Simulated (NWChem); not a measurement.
# GeH4O2; SMILES [OH][GeH2][OH]

```xyz
7

Ge     0.0000     0.0000     0.2936
O     -1.4780    -0.0656    -0.7250
O      1.4780     0.0656    -0.7250
H     -0.0795    -1.3039     1.1176
H      0.0795     1.3039     1.1176
H     -1.5722     0.7532    -1.2372
H      1.5722    -0.7532    -1.2372
```
Atoms are numbered in this order, from 1.

Results from NWChem. Structure relaxed at the B3LYP/6-31G* (spherical d) level. Level: PBE0/def2-SVPD; rows give the wavelength of the field.

For field static:

```
Item                              Result
--------------------------------  ------
isotropic polarisability (bohr³)    40.1
```

### Question
What are these values for field 589 nm?

### Answer
The isotropic polarisability (bohr³) is 41.3.
